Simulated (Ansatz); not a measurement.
Reaction (cleavage of the Sn–B bond): `F[B](F)[SnH3]` + `[SiH3]S` → `[SiH3][S][SnH3]` + `FBF`

Gas-phase electronic energies from Ansatz, PBE0-D4/def2-TZVP geometries. CBS: MP2 limit from def2 TZ/QZ plus the TZ coupled-cluster correction, frozen cores. This one scheme is used for every species. Functionals use def2-TZVPP. Elements past krypton have def2 core potentials. For Sn outer-core shells are correlated without core-valence functions, which leaves a few kJ/mol of doubt a bond.

| level | ΔE (kcal/mol) |
| --- | --- |
| PBE-QIDH | -20.1 |
| r2SCANh | -19.3 |
| MP2/def2-TZVPP | -21.4 |
| HF/def2-QZVPP | -21.8 |

(1) What does CCSD(T)/CBS give? (An estimate is asked.)

Largest T1 diagnostic among the species: 0.014.

Results:

(1) Ansatz gave: -20.7 kcal/mol. The listed levels differ from it by 0.6, 1.4, -0.7, -1.1 kcal/mol.

From BLYP to BHLYP (50 % exact exchange), in def2-TZVPP and without D4, ΔE moves by −2.5 kcal/mol. At CCSD(T), def2-SVP lies +1.2 kcal/mol from the extrapolated value and def2-TZVPP +1.7 kcal/mol.
